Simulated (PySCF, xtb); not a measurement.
C2H5ClGeO, SMILES [Cl][GeH]1[CH2]O[CH2]1.

Harmonic wavenumbers (cm⁻¹) from GFN2-xTB run with xtb at its own minimum, in rising order: 82, 124, 208, 337, 388, 430, 535, 535, 665, 693, 766, 946, 1052, 1109, 1158, 1177, 1180, 1437, 1441, 1562, 2880, 2884, 2977, 2977.

**Question.** What does PySCF with B3LYP-D3(BJ)/def2-SVP give at its own minimum? (The exact figures need the calculation; the answer reports its results.)

**Answer.** 72, 147, 183, 369, 441, 538, 580, 665, 724, 777, 830, 934, 1051, 1167, 1181, 1213, 1236, 1453, 1480, 2108, 3015, 3022, 3105, 3106. Paired by order, the mean absolute difference is 81 cm⁻¹ and the zero-point energies are 39.4 and 42.0 kcal/mol.
